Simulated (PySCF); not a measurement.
Spin states and ions at one geometry of Pb(NH2)2

PySCF 2.14.0, RKS B3LYP, Pb def2-SVP with ECP60, N def2-SVP, H def2-SVP; non-relativistic Hamiltonian with scalar-relativistic core potentials where named; density fitting; no spin-orbit coupling; singlets restricted, open shells unrestricted. The geometry is relaxed for charge 0, singlet, vacuum:

```xyz
7

Pb    0.0672   -1.3757    0.0123
N    -0.2692    0.1059    1.5490
H    -0.1658    1.1093    1.4083
H    -0.1881   -0.1159    2.5393
N     0.2475    0.1060   -1.5507
H     0.1770   -0.1418   -2.5355
H     0.0198    1.0901   -1.4227
```

Energies count from the relaxed state; an electron taken off or put on is at rest in vacuum. Charges and spins are Mulliken's.

```json
{"state": "charge 0, singlet, vacuum", "energy (eV)": "0.00", "spin squared": "0.00", "charge on Pb1 (e)": "0.54", "spin on Pb1 (e)": "0.00", "dipole about the centre of mass (D)": "0.30"}
{"state": "charge 0, triplet, vacuum", "energy (eV)": "3.02", "spin squared": "2.01", "charge on Pb1 (e)": "0.14", "spin on Pb1 (e)": "0.88", "dipole about the centre of mass (D)": "2.88"}
{"state": "charge +1, doublet, vacuum", "energy (eV)": "7.85", "spin squared": "0.80", "charge on Pb1 (e)": "0.87", "spin on Pb1 (e)": "-0.18", "dipole about the centre of mass (D)": "3.46"}
```

Question: What does the state charge -1, doublet, vacuum give?

Answer: energy (eV) 0.75, spin squared 0.75, charge on Pb1 (e) -0.16, spin on Pb1 (e) 0.84, dipole about the centre of mass (D) 0.81.

With an electron taken off (doublet) the charges change, summed by element, by Pb +0.34 e, N +0.35 e, H +0.32 e. The vertical ionisation energy is 7.85 eV, against −ε(HOMO) = 5.68 eV of the relaxed state. The level lies 2.2 eV too high, as is usual for semilocal functionals and global hybrids, which keep a self-interaction error.

With an electron put on (doublet) the charges change, summed by element, by Pb -0.70 e, N -0.04 e, H -0.27 e. The vertical electron affinity is -0.75 eV, against −ε(LUMO) = 1.34 eV of the relaxed state. The basis has no diffuse functions, which an added electron needs. The added electron's level lies above zero.

Open shells may have lower solutions than those found.
